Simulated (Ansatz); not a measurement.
Isolated molecules relaxed with PBE0-D4/def2-TZVP in Ansatz; ΔE leaves out vibrations. CCSD(T)/CBS is the MP2 limit (def2-TZVPP, def2-QZVPP) plus CCSD(T) − MP2 in def2-TZVPP, frozen cores. DFT in def2-TZVPP. B3LYP here is the variant with VWN-RPA as its local correlation; programs differ in this. def2 core potentials past Kr. For Sn outer-core shells are correlated without core-valence functions, which leaves a few kJ/mol of doubt a bond. Each species was taken in one conformer, which may not be the lowest.

Consider the substitution at a C–Sn bond: `[CH3][SnH]([OH])[CH]=O` + `NC(O)O` → `CNC(O)O` + `O=[CH][SnH2][OH]`.

| level | ΔE (kcal/mol) | difference from CCSD(T)/CBS |
| --- | --- | --- |
| PBE0-D4 | 15.9 | -2.0 |
| B2PLYP | 16.9 | -1.0 |
| PBE | 16.5 | -1.4 |
| r2SCAN | 16.2 | -1.7 |
| B3LYP | 16.4 | -1.5 |
| HF/def2-TZVPP | 15.0 | -2.9 |
| MP2/def2-TZVPP | 18.3 | 0.4 |
| SCS-MP2/def2-TZVPP | 17.2 | -0.7 |
| SCS-MP2/def2-QZVPP | 17.9 | 0.0 |
| HF/CBS(def2) | 15.1 | -2.8 |
| CCSD(T)/CBS | 17.9 | 0 |

Largest T1 diagnostic among the species: 0.016.

In def2-TZVPP, CCSD(T) changes the Hartree–Fock value by +1.7 kcal/mol (the triples alone add +0.1 kcal/mol) and MP2 by +3.3 kcal/mol.

CCSD(T)/CBS has its own doubt, a few kJ/mol and more with outer-core shells, so smaller differences from it don't rank the levels.
